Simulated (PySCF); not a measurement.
Molfile (atoms numbered from 1):
```
C5H7N3S
     RDKit          3D

 16 16  0  0  0  0  0  0  0  0999 V2000
    3.3512   -0.4827   -0.2259 C   0  0  0  0  0  0  0  0  0  0  0  0
    2.1866   -0.0185    1.0831 S   0  0  0  0  0  0  0  0  0  0  0  0
    0.6905   -0.0451    0.1924 C   0  0  0  0  0  0  0  0  0  0  0  0
   -0.5258    0.2572    0.8080 C   0  0  0  0  0  0  0  0  0  0  0  0
   -1.6406    0.1984   -0.0156 C   0  0  0  0  0  0  0  0  0  0  0  0
   -3.0184    0.4893    0.4705 C   0  0  0  0  0  0  0  0  0  0  0  0
   -1.5023   -0.1299   -1.3069 N   0  0  0  0  0  0  0  0  0  0  0  0
   -0.3469   -0.3938   -1.7970 N   0  0  0  0  0  0  0  0  0  0  0  0
    0.7372   -0.3640   -1.1032 N   0  0  0  0  0  0  0  0  0  0  0  0
    3.0843   -1.4632   -0.6056 H   0  0  0  0  0  0  0  0  0  0  0  0
    3.3009    0.2531   -1.0213 H   0  0  0  0  0  0  0  0  0  0  0  0
    4.3358   -0.4965    0.2298 H   0  0  0  0  0  0  0  0  0  0  0  0
   -0.5843    0.5175    1.8528 H   0  0  0  0  0  0  0  0  0  0  0  0
   -3.0691    1.5038    0.8623 H   0  0  0  0  0  0  0  0  0  0  0  0
   -3.7226    0.3799   -0.3488 H   0  0  0  0  0  0  0  0  0  0  0  0
   -3.2842   -0.1966    1.2732 H   0  0  0  0  0  0  0  0  0  0  0  0
  1  2  1  0
  2  3  1  0
  3  4  2  0
  4  5  1  0
  5  6  1  0
  5  7  2  0
  7  8  1  0
  8  9  2  0
  9  3  1  0
  1 10  1  0
  1 11  1  0
  1 12  1  0
  4 13  1  0
  6 14  1  0
  6 15  1  0
  6 16  1  0
M  END
```

Geometry: GFN2-xTB; GIAO shifts from PySCF 2.14.0 with density-fitted response routines, gas phase, non-relativistic, averaged over equivalent atoms.

At PBE0/pcSseg-1 (195 basis functions, 25 s wall time on 1 thread of an Arm Neoverse V2, shared host):
```json
{"atoms": "C3", "δ (ppm)": "170.3"}
{"atoms": "C5", "δ (ppm)": "158.2"}
{"atoms": "C4", "δ (ppm)": "120.0"}
{"atoms": "C6", "δ (ppm)": "23.8"}
{"atoms": "C1", "δ (ppm)": "19.3"}
{"atoms": "N8", "δ (ppm)": "533.4"}
{"atoms": "N7", "δ (ppm)": "413.3"}
{"atoms": "N9", "δ (ppm)": "405.2"}
{"atoms": "H13", "δ (ppm)": "7.12"}
{"atoms": "H10/H11/H12", "δ (ppm)": "2.85"}
{"atoms": "H14/H15/H16", "δ (ppm)": "2.79"}
```

δ = σ(ref) − σ, references computed at the same level: ¹³C (σref 186.93), ¹H (σref 31.72) against TMS; ¹⁵N (σref 267.73) vs NH3.

What do these become at HF/def2-SVPD?

Answers


```json
{"atoms": "C3", "δ at HF/def2-SVPD": "172.4", "change": "+2.1"}
{"atoms": "C5", "δ at HF/def2-SVPD": "161.9", "change": "+3.7"}
{"atoms": "C4", "δ at HF/def2-SVPD": "115.3", "change": "-4.7"}
{"atoms": "C6", "δ at HF/def2-SVPD": "19.0", "change": "-4.8"}
{"atoms": "C1", "δ at HF/def2-SVPD": "18.0", "change": "-1.3"}
{"atoms": "N8", "δ at HF/def2-SVPD": "551.3", "change": "+17.9"}
{"atoms": "N7", "δ at HF/def2-SVPD": "395.2", "change": "-18.1"}
{"atoms": "N9", "δ at HF/def2-SVPD": "384.6", "change": "-20.6"}
{"atoms": "H13", "δ at HF/def2-SVPD": "7.37", "change": "+0.25"}
{"atoms": "H10/H11/H12", "δ at HF/def2-SVPD": "2.94", "change": "+0.09"}
{"atoms": "H14/H15/H16", "δ at HF/def2-SVPD": "2.87", "change": "+0.08"}
```

δ = σ(ref) − σ, references computed at the same level: ¹³C (199.25 ppm) and ¹H (32.37 ppm) against TMS; ¹⁵N (268.12 ppm) vs NH3.

The largest change is at N9 (pyridine-type ring nitrogen). Cost: 243 basis functions, about 50 core-seconds. The order of the carbon signals is the same at both levels.

Experimental scales use liquid or dissolved standards, which lie at an offset from isolated NH3 (liquid NH3: subtract about 20 ppm). Unscaled 15N shifts of sp2 nitrogen come out 20 to 40 ppm too high even then.
